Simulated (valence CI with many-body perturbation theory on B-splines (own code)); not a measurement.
## Ba24+: electric-dipole lines

Calculated by valence CI with perturbative core correlation (CI+MBPT): four valence electrons over a frozen Dirac-Fock core [Ar] 3d10, radial functions for each j: 11 s, 11 p, 10 d, 8 f, 5 g, 2 h, with the one-electron correlation potential Σ1, the two-electron term Σ2, the three-electron term Σ3, Breit, model QED; selected CI, second order for the rest, scaled by the run's own slope (own B-spline code, finite nucleus).

No measured levels were compared; by estimate levels hold to about 250 cm⁻¹ or 0.2 % of their energy and the worst to 1 %, as in measured heavy ions of charge 2 to 7; those with d or f electrons hold less well. Among the levels kept, up to 470 cm⁻¹ of a level comes from second order outside the variational space, and about a tenth of that is noise between levels of different J, which matters for small intervals.

Lines 201 to 250 of 545 in falling wavelength, among levels below 295.24 eV, chosen from the strongest by gf and those to the six lowest levels. Wavelengths and rates use the calculated energies, so an error of 2000 cm⁻¹ moves a line at 125.2 Å by 0.25 % and its rate by three times that or more. Electric multipoles are in the length gauge, E1 and E2 with the static RPA response of the core. Weak lines are less certain than strong ones. Lines between different terms over intervals too small for the method are left out, as are lines whose strength nearly cancels. Where a level lies close to another of its J and parity, the split of strength between their lines is uncertain. The highest levels of a list are the least certain.

Levels are named by their leading jj configuration (3d3/2^4 stands for four electrons in 3d with j = 3/2), which in mixed levels can hold well under half, so a name can repeat and another be missing. Letters in brackets count levels of one name in rising energy.

| λ vac (Å) | Upper | Lower | A (s⁻¹) | log gf | Branch % |
| --- | --- | --- | --- | --- | --- |
| 125.2 | (4s 4p1/2 4p3/2 4d5/2) J=3 [a] | (4s 4p1/2 4p3/2^2) J=2 [a] | 3.19e+10 | -0.28 | 17.0 |
| 125.2 | (4s^2 4p3/2 4f5/2) J=3 | (4s^2 4p3/2 4d5/2) J=3 | 4.30e+10 | -0.15 | 9.6 |
| 125.1 | (4s 4p1/2 4p3/2 4d3/2) J=2 [b] | (4s 4p1/2^2 4p3/2) J=1 | 3.90e+10 | -0.34 | 39.8 |
| 125.1 | (4s^2 4d3/2 4d5/2) J=3 | (4s^2 4p3/2 4d3/2) J=3 | 2.34e+10 | -0.42 | 5.9 |
| 125.0 | (4s 4p1/2 4d3/2 4d5/2) J=3 [d] | (4s 4p1/2 4p3/2 4d5/2) J=3 [b] | 3.19e+10 | -0.28 | 17.5 |
| 125.0 | (4s^2 4p3/2 4d3/2) J=3 | (4s^2 4p3/2^2) J=2 | 2.24e+10 | -0.44 | 6.7 |
| 124.9 | (4s 4p1/2 4d3/2 4d5/2) J=4 [a] | (4s 4p1/2 4p3/2 4d3/2) J=3 [a] | 2.35e+10 | -0.31 | 23.9 |
| 124.6 | (4s^2 4p1/2 4f5/2) J=2 | (4s 4p3/2^3) J=1 | 1.76e+10 | -0.69 | 5.4 |
| 124.6 | (4s 4p1/2 4d3/2 4d5/2) J=2 [d] | (4s 4p1/2 4p3/2 4d3/2) J=1 [b] | 2.42e+10 | -0.55 | 7.5 |
| 124.6 | (4s 4p3/2^3) J=2 | (4s^2 4p1/2 4p3/2) J=1 | 1.39e+10 | -0.79 | 28.1 |
| 124.5 | (4s 4p1/2 4p3/2 4d5/2) J=1 [b] | (4s 4p1/2 4p3/2^2) J=2 [b] | 3.13e+10 | -0.66 | 23.7 |
| 124.3 | (4s 4p1/2 4p3/2 4d5/2) J=2 [d] | (4s 4p1/2 4p3/2^2) J=1 [b] | 4.57e+10 | -0.28 | 14.1 |
| 124.2 | (4s 4p3/2^2 4d5/2) J=3 [a] | (4s 4p3/2^3) J=2 | 2.41e+10 | -0.41 | 19.2 |
| 123.9 | (4s^2 4p3/2 4d3/2) J=1 | (4s^2 4p3/2^2) J=2 | 7.93e+10 | -0.26 | 26.1 |
| 123.9 | (4s 4p1/2 4d3/2 4d5/2) J=5 | (4s 4p1/2 4p3/2 4d3/2) J=4 | 2.43e+10 | -0.21 | 34.8 |
| 123.8 | (4s 4p1/2 4d3/2 4d5/2) J=2 [d] | (4s 4p1/2 4p3/2 4d3/2) J=2 [c] | 1.59e+10 | -0.74 | 5.0 |
| 123.6 | (4p1/2^2 4p3/2 4d5/2) J=3 | (4p1/2^2 4p3/2^2) J=2 | 4.23e+10 | -0.17 | 41.7 |
| 123.5 | (4s 4p1/2 4d5/2^2) J=2 | (4s 4p1/2 4p3/2 4d3/2) J=2 [d] | 4.51e+10 | -0.29 | 24.9 |
| 123.4 | (4s 4p1/2 4d3/2 4d5/2) J=2 [c] | (4s 4p1/2 4p3/2 4d5/2) J=2 [a] | 4.24e+10 | -0.32 | 20.8 |
| 123.4 | (4s 4p1/2 4d5/2^2) J=4 | (4s 4p1/2 4p3/2 4d5/2) J=5 | 1.29e+10 | -0.58 | 9.4 |
| 123.3 | (4s 4p1/2 4p3/2 4f5/2) J=3 [a] | (4s 4p1/2 4p3/2 4d3/2) J=2 [c] | 1.75e+10 | -0.55 | 5.7 |
| 123.2 | (4s 4p1/2 4p3/2^2) J=1 [a] | (4s^2 4p1/2^2) J=0 | 9.14e+09 | -1.20 | 14.7 |
| 123.1 | (4s^2 4p3/2 4f7/2) J=4 | (4s^2 4p3/2 4d5/2) J=3 | 3.49e+10 | -0.15 | 7.0 |
| 123.1 | (4s 4p3/2^2 4d5/2) J=1 [a] | (4s 4p3/2^3) J=2 | 1.57e+11 | 0.03 | 72.4 |
| 123.0 | (4p1/2 4p3/2^2 4d3/2) J=1 [b] | (4p1/2 4p3/2^3) J=2 | 2.78e+10 | -0.72 | 8.9 |
| 122.9 | (4s^2 4d5/2^2) J=4 [b] | (4s^2 4p3/2 4d3/2) J=3 | 2.50e+10 | -0.29 | 8.0 |
| 122.5 | (4s 4p1/2 4d5/2^2) J=3 | (4s 4p1/2 4p3/2 4d5/2) J=3 [b] | 1.72e+10 | -0.57 | 13.0 |
| 122.5 | (4s 4p1/2 4d3/2 4d5/2) J=3 [b] | (4s 4p1/2 4p3/2 4d3/2) J=4 | 1.29e+10 | -0.69 | 5.5 |
| 122.4 | (4s^2 4d3/2 4d5/2) J=3 | (4s^2 4p3/2 4d3/2) J=2 | 2.60e+10 | -0.39 | 6.5 |
| 122.1 | (4s^2 4p1/2 4d3/2) J=1 | (4s^2 4p1/2 4p3/2) J=2 | 7.56e+09 | -1.30 | 2.0 |
| 122.1 | (4s^2 4d3/2^2) J=0 | (4s^2 4p3/2 4d3/2) J=1 | 1.45e+11 | -0.49 | 24.8 |
| 122.0 | (4p1/2 4p3/2^2 4d5/2) J=3 [c] | (4s 4p1/2 4p3/2 4d3/2) J=2 [a] | 1.79e+10 | -0.55 | 14.0 |
| 121.9 | (4s^2 4p1/2 4d5/2) J=2 | (4s^2 4p1/2 4p3/2) J=2 | 7.34e+10 | -0.09 | 33.6 |
| 121.9 | (4s^2 4p3/2 4f7/2) J=3 | (4s^2 4p3/2 4d5/2) J=3 | 5.67e+10 | -0.05 | 12.5 |
| 121.5 | (4p1/2 4p3/2^2 4d5/2) J=1 [b] | (4p1/2 4p3/2^3) J=2 | 9.03e+10 | -0.22 | 36.7 |
| 121.5 | (4s 4p1/2 4p3/2 4d5/2) J=1 [b] | (4s 4p1/2 4p3/2^2) J=0 | 6.44e+10 | -0.37 | 48.7 |
| 121.4 | (4p1/2 4p3/2^2 4d5/2) J=2 [b] | (4p1/2 4p3/2^3) J=2 | 4.85e+10 | -0.27 | 27.6 |
| 121.3 | (4s 4p1/2 4d3/2 4d5/2) J=1 [a] | (4s 4p1/2 4p3/2 4d3/2) J=1 [a] | 3.27e+10 | -0.66 | 17.6 |
| 121.2 | (4p1/2 4p3/2^2 4d5/2) J=3 [d] | (4s 4p1/2 4p3/2 4d3/2) J=2 [a] | 2.04e+10 | -0.50 | 17.9 |
| 121.2 | (4s^2 4d3/2 4d5/2) J=2 | (4s^2 4p3/2 4d3/2) J=3 | 5.46e+10 | -0.22 | 10.4 |
| 121.1 | (4s 4p1/2 4p3/2 4d5/2) J=4 [b] | (4s 4p1/2 4p3/2^2) J=3 | 6.17e+10 | 0.09 | 89.3 |
| 121.0 | (4s 4p3/2^2 4d5/2) J=2 [a] | (4s 4p3/2^3) J=2 | 6.27e+10 | -0.16 | 22.7 |
| 120.7 | (4s^2 4p3/2 4d5/2) J=2 | (4s^2 4p3/2^2) J=2 | 2.11e+11 | 0.36 | 83.2 |
| 120.7 | (4s 4p3/2^2 4d5/2) J=3 [c] | (4s^2 4p1/2 4d5/2) J=3 | 2.95e+10 | -0.35 | 16.2 |
| 120.7 | (4s 4p1/2 4p3/2 4d5/2) J=3 [e] | (4s 4p1/2 4p3/2^2) J=2 [b] | 9.62e+10 | 0.17 | 49.6 |
| 120.6 | (4s 4p1/2 4p3/2 4d5/2) J=2 [b] | (4s 4p1/2 4p3/2^2) J=1 [a] | 9.35e+10 | 0.01 | 40.8 |
| 120.4 | (4s 4p1/2 4d3/2 4d5/2) J=3 [d] | (4s 4p1/2 4p3/2 4d5/2) J=2 [a] | 1.27e+10 | -0.71 | 7.0 |
| 120.3 | (4s 4p1/2 4p3/2 4d5/2) J=0 | (4s 4p1/2 4p3/2^2) J=1 [a] | 1.47e+11 | -0.50 | 62.2 |
| 120.3 | (4s 4p1/2 4d3/2 4d5/2) J=2 [a] | (4s 4p1/2 4p3/2 4d3/2) J=2 [a] | 2.30e+10 | -0.60 | 12.6 |
| 120.1 | (4s 4p1/2 4p3/2 4d3/2) J=2 [d] | (4s 4p1/2 4p3/2^2) J=2 [a] | 3.51e+10 | -0.42 | 19.9 |
